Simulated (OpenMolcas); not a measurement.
Cr4+: moving or changing the point charges

Cr4+ among 6 point charges of -2.2 e arranged as a trigonal prism (D3h), 1.84 Å from the ion, with a polar angle of 43.7° against the regular 49.1°.

| Item | Value |
| --- | --- |
| Program | OpenMolcas |
| Method | SS-CASPT2, IPEA 0.25 Eh, imaginary shift 0.1 Eh (closed shells correlated: 3s 3p) |
| Basis | ANO-RCC-VDZP [5s4p2d1f] |
| Scalar Hamiltonian | DKH2, point nucleus |
| Active space | 2 electrons in 5 orbitals (3d) |
| State averaging | 2S+1 = 3 even, 10 roots; 2S+1 = 1 even, 15 roots |
| Spin-orbit coupling | state interaction with AMFI integrals over the reference wave functions |

Runs around this geometry, states (labels of D3, the rotations of D3h). Energies in cm-1 above the lowest state or level, χT in cm3 K/mol.

| R (Å) | q (e) | Polar angle / regular | Ground state | First state of that spin | First gap with spin-orbit (degeneracies) | χT at 300 K | First state of another spin |
| --- | --- | --- | --- | --- | --- | --- | --- |
| 1.84 | -1.43 | 0.89 | 3A2 | 3A1 1 | 420 (2, 2) | 0.581 | 1A1 10830 |
| 1.76 | -2.2 | 0.89 | 3A2 | 3E 1520 | 56 (1, 2) | 0.915 | 1A1 9450 |
| 1.84 | -2.2 | 0.89 | 3A2 | 3E 760 | 65 (1, 2) | 0.839 | 1A1 9460 |
| 1.95 | -2.2 | 0.89 | 3A2 | 3A1 2 | 390 (2, 2) | 0.594 | 1A1 9670 |
| 1.84 | -2.2 | 0.96 | 3E | 3A2 1350 | 240 (2, 2) | 0.602 | 1A1 10930 |

The ground state changes within this set.

Roots that are degenerate in the reference are averaged as groups; the widest CASPT2 spread within a group is 100 cm-1 (the 2-fold group of multiplicity 3 near 1520 cm-1 above the lowest state of its run, R = 1.76, q = -2.2, ratio = 0.89). Shifts and gaps below about the spread of the groups concerned are not significant. Free-ion shares, where given, are those of the reference states; single-state CASPT2 does not remix them. Spin-orbit coupling mixes the spin-free states strongly: the lowest level takes only 43 % from its leading state, 3A2 (holds for R = 1.84, q = -1.43, ratio = 0.89; R = 1.95, q = -2.2, ratio = 0.89). The ground term spreads over less than 5000 cm-1, several times less than with real ligands, so orbital moments are less quenched and χT lies further from the spin-only value than at real sites (holds for R = 1.84, q = -1.43, ratio = 0.89; R = 1.84, q = -2.2, ratio = 0.89; R = 1.95, q = -2.2, ratio = 0.89; R = 1.84, q = -2.2, ratio = 0.96). An orbital doublet at a regular site is open to a Jahn-Teller distortion, which this geometry leaves out (holds for R = 1.84, q = -2.2, ratio = 0.96). Point charges carry no covalency, so the field is a model and not that of real ligands. No measured value stands beside these numbers.
